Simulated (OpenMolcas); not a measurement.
# Cr4+: moving or changing the point charges

Cr4+ among 6 point charges of -2 e arranged as a tetragonal octahedron (D4h), 1.99 Å from the ion, with the axial distance 2.010 Å.
```
   1.9900    0.0000    0.0000  -2.00
   0.0000    1.9900    0.0000  -2.00
  -1.9900    0.0000    0.0000  -2.00
   0.0000   -1.9900    0.0000  -2.00
   0.0000    0.0000    2.0099  -2.00
   0.0000    0.0000   -2.0099  -2.00
```

```
Program             : OpenMolcas 26.06
Method              : SS-CASPT2, IPEA 0.25 Eh, imaginary shift 0.1 Eh (closed shells correlated: 3s 3p)
Basis               : ANO-RCC-VDZP [5s4p2d1f]
Scalar Hamiltonian  : DKH2, point nucleus
Active space        : 2 electrons in 5 orbitals (3d)
State averaging     : 2S+1 = 3 even, 10 roots; 2S+1 = 1 even, 15 roots
Spin-orbit coupling : state interaction with AMFI integrals over the reference wave functions
```

Runs around this geometry, states (labels of D4, the rotations of D4h). Energies in cm-1 above the lowest state or level, χT in cm3 K/mol.

```json
{"R (Å)": "1.99", "q (e)": "-2", "Axial / equatorial distance": "0.93", "Ground state": "3E", "First state of that spin": "3A2 670", "First gap with spin-orbit (degeneracies)": "39 (1, 1)", "χT at 300 K": "0.598", "First state of another spin": "1E 13890"}
{"R (Å)": "1.99", "q (e)": "-1.6", "Axial / equatorial distance": "1.01", "Ground state": "3A2", "First state of that spin": "3E 410", "First gap with spin-orbit (degeneracies)": "120 (1, 2)", "χT at 300 K": "0.602", "First state of another spin": "1B2 13780"}
{"R (Å)": "1.9", "q (e)": "-2", "Axial / equatorial distance": "1.01", "Ground state": "3A2", "First state of that spin": "3E 360", "First gap with spin-orbit (degeneracies)": "94 (1, 2)", "χT at 300 K": "0.620", "First state of another spin": "1B2 14090"}
{"R (Å)": "1.99", "q (e)": "-2", "Axial / equatorial distance": "1.01", "Ground state": "3A2", "First state of that spin": "3E 370", "First gap with spin-orbit (degeneracies)": "100 (1, 2)", "χT at 300 K": "0.614", "First state of another spin": "1B2 13930"}
{"R (Å)": "2.13", "q (e)": "-2", "Axial / equatorial distance": "1.01", "Ground state": "3A2", "First state of that spin": "3E 160", "First gap with spin-orbit (degeneracies)": "110 (1, 2)", "χT at 300 K": "0.587", "First state of another spin": "1B2 13720"}
```

Scaling the charges by -1.6 / -2 = 0.80 scales the first state of the same spin by 410 / 370 = 1.11; with fixed orbitals a first-order splitting would follow the charge.

The ground state changes within this set.

Free-ion shares, where given, are those of the reference states; single-state CASPT2 does not remix them. An orbital doublet at a regular site is open to a Jahn-Teller distortion, which this geometry leaves out (holds for R = 1.99, q = -2, ratio = 0.93). Spin-orbit coupling mixes the spin-free states strongly: the lowest level takes only 70 % from its leading state, 3A2 (holds for R = 2.13, q = -2, ratio = 1.01). This is an electrostatic model: the charges have no orbitals. No measured value stands beside these numbers.
